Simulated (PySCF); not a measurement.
## [TaO2Br2]−: one run

[TaO2Br2]− (singlet). PySCF 2.14.0, RKS CAM-B3LYP, Ta def2-SVP with ECP60, O def2-SVP, Br def2-SVP; non-relativistic Hamiltonian with scalar-relativistic core potentials where named; density fitting; no spin-orbit coupling. Purpose: singlet excitations, Tamm-Dancoff CAM-B3LYP.

```python
mol = gto.M(atom='''
Ta     0.00000     0.00000     0.45520
O      0.99944     0.99944     1.51735
O     -0.99944    -0.99944     1.51735
Br     1.51459    -1.51459    -0.95091
Br    -1.51459     1.51459    -0.95091''',
    basis={'Ta': 'def2-SVP', 'O': 'def2-SVP', 'Br': 'def2-SVP'},
    ecp={'Ta': 'def2-SVP'},
    charge=-1, spin=0)
mf = dft.RKS(mol, xc='CAMB3LYP')
mf.grids.atom_grid = (50, 194)
mf = mf.density_fit()  # fitting sets: Ta def2-universal-JKFIT, O def2-universal-JKFIT, Br def2-universal-JKFIT
mf.conv_tol = 1e-08; mf.max_cycle = 55
mf.kernel(dm0)  # dm0: converged density of the relaxed state
td = mf.TDA(); td.nstates = 8; td.kernel()
```

Run from Python with OMP_NUM_THREADS=2; the lines above give its settings. Where DIIS fails, smearing, a level shift and second-order steps follow.
It took 2.1 min on 2 threads of Arm Neoverse V1, on a shared host, from an already converged density.

(1) Where do the frontier levels lie, over both spins?

(2) What does the SCF print?

(3) What are the Mulliken charges and spins?

(4) Which singlet excitations follow (Tamm-Dancoff, 8 states)?

The geometry was relaxed with PBE (Ta def2-SVP with ECP60, O def2-SVP, Br def2-SVP).

## Answers

(1) HOMO -4.69 eV, LUMO 3.98 eV. 

(2) 
```
init E= -5355.53062118514
cycle= 1 E= -5355.52918040179  delta_E= 0.00144  |g|= 0.216  |ddm|= 0.324
cycle= 2 E= -5355.48333599247  delta_E= 0.0458  |g|= 0.53  |ddm|= 0.538
cycle= 3 E= -5355.53863669993  delta_E= -0.0553  |g|= 0.0253  |ddm|= 0.363
cycle= 4 E= -5355.53876384149  delta_E= -0.000127  |g|= 0.00456  |ddm|= 0.0284
...
cycle= 7 E= -5355.53876984336  delta_E= -3.69e-08  |g|= 7.54e-05  |ddm|= 0.000556
cycle= 8 E= -5355.53876984731  delta_E= -3.95e-09  |g|= 2.62e-05  |ddm|= 0.000174
Extra cycle  E= -5355.53876984746  delta_E= -1.52e-10  |g|= 3.32e-05  |ddm|= 5.27e-05
converged SCF energy = -5355.53876984746
```

(3) 
```json
{"atom": "Ta1", "charge (e)": "0.766", "spin (e)": "0.000"}
{"atom": "O2", "charge (e)": "-0.428", "spin (e)": "0.000"}
{"atom": "O3", "charge (e)": "-0.428", "spin (e)": "0.000"}
{"atom": "Br4", "charge (e)": "-0.455", "spin (e)": "0.000"}
{"atom": "Br5", "charge (e)": "-0.455", "spin (e)": "0.000"}
```

(4) 
| state | eV | oscillator strength |
| --- | --- | --- |
| 1 | 4.78 | 0.0021 |
| 2 | 5.56 | 0.0006 |
| 3 | 5.69 | 0.0000 |
| 4 | 5.73 | 0.0440 |
| 5 | 5.75 | 0.0000 |
| 6 | 5.90 | 0.0058 |
| 7 | 6.12 | 0.0000 |
| 8 | 6.44 | 0.0055 |
For an anion in a basis without diffuse functions, states above the detachment energy aren't bound: they are resonances at best, or continuum confined by the basis.
